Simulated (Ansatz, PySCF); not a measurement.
Si(H)(SiH3) cation (H₄Si₂), SMILES [SiH3][SiH] (connectivity only; charge and spin as stated), charge +1, multiplicity 2. Atoms are numbered in the order given.

```xyz
6

Si     0.0603     1.0698     0.6943
H     -0.3568     2.3471     0.0365
Si     0.0117    -0.9675    -0.5632
H      0.9307    -0.5923    -1.6655
H     -1.4249    -0.9870    -0.9321
H      0.4704    -2.0441     0.3318
```
Charge +1, spin multiplicity 2.

The structure is a stationary point at PBE0-D3(BJ)/def2-TZVP. The multiplicity is an assumed one; other spin states were not compared. The isomer is the one that the SMILES or the coordinates give; other isomers of the formula were not compared.

Two levels are set side by side: PBE-D3(BJ)/def2-TZVP (Ansatz, a program for electronic structure) and PBE0-D3(BJ)/def2-TZVP (Ansatz). Each level has its own optimised geometry; the coordinates shown are those of the second. Frequencies come from the Hessian of PySCF at each geometry. Differences are taken from unrounded values.

```csv
quantity,PBE0-D3(BJ),PBE-D3(BJ),PBE-D3(BJ) minus PBE0-D3(BJ)
mean bond length (Å),1.666,1.675,0.009
bond Si1–Si3 (Å),2.395,2.394,0.000
bond Si1–H2 (Å),1.496,1.510,0.014
bond Si3–H4 (Å),1.483,1.493,0.010
bond Si3–H5 (Å),1.483,1.498,0.014
bond Si3–H6 (Å),1.473,1.482,0.009
highest harmonic wavenumber (cm⁻¹),2310,2247,-63
mean harmonic wavenumber (cm⁻¹),1106,1062,-44
zero-point energy (kcal/mol),18.98,18.22,-0.76
```

GGA bonds tend to be longer and softer than those of functionals with exact exchange. Differences between two approximate levels are no errors against the true value.
